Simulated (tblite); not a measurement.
Isomers of C4H11NOSi. Method: GFN2-xTB as coded in tblite; computed harmonic values from a numerical Hessian at the method's own geometry, unscaled. This tight-binding method is rough: wavenumbers can miss measured ones by several per cent, in bad cases by 10 to 20. Modes of hydrogen on silicon can be 10 to 20 % off. One conformer each.

Electronic energies: GFN2-xTB at the same geometries; isomer energies are rough at this level and their order can be wrong.

| SMILES | electronic energy, lowest = 0 (kJ/mol) |
| --- | --- |
| NC[C@@H]1CO[SiH2]C1 | 0.0 |
| CO[C@@H]1CCN[SiH2]1 | 73.0 |
| C[SiH2]C(=O)N(C)C | 114.3 |

Problem. How do GFN2-xTB zero-point energies change the relative energies?

Solution. 
```json
{"SMILES": "NC[C@@H]1CO[SiH2]C1", "ZPE (kJ/mol)": "388.9", "of it from modes above 1550 cm⁻¹": "201.3", "electronic (kJ/mol)": "0.0", "with ZPE, lowest = 0 (kJ/mol)": "0.0", "lowest mode (cm⁻¹)": "76", "rings": "1"}
{"SMILES": "CO[C@@H]1CCN[SiH2]1", "ZPE (kJ/mol)": "383.0", "of it from modes above 1550 cm⁻¹": "187.7", "electronic (kJ/mol)": "73.0", "with ZPE, lowest = 0 (kJ/mol)": "67.1", "lowest mode (cm⁻¹)": "85", "rings": "1"}
{"SMILES": "C[SiH2]C(=O)N(C)C", "ZPE (kJ/mol)": "373.2", "of it from modes above 1550 cm⁻¹": "197.6", "electronic (kJ/mol)": "114.3", "with ZPE, lowest = 0 (kJ/mol)": "98.7", "lowest mode (cm⁻¹)": "44", "rings": "0"}
```

The zero-point energies span 15.7 kJ/mol, from `C[SiH2]C(=O)N(C)C` to `NC[C@@H]1CO[SiH2]C1`. The order is unchanged.

Problem. What do entropy and thermal enthalpy add at 298.15 K and 1 bar (rigid rotor, harmonic oscillator, one conformer each)?

Solution. 
```csv
SMILES,point group,symmetry number,S (J/(mol K)),H − H(0) (kJ/mol),ZPE + H − H(0) − TS (kJ/mol)
NC[C@@H]1CO[SiH2]C1,C1,1,370.8,24.36,302.7
CO[C@@H]1CCN[SiH2]1,C1,1,376.5,25.35,296.1
C[SiH2]C(=O)N(C)C,Cs,1,422.1,30.49,277.9
```
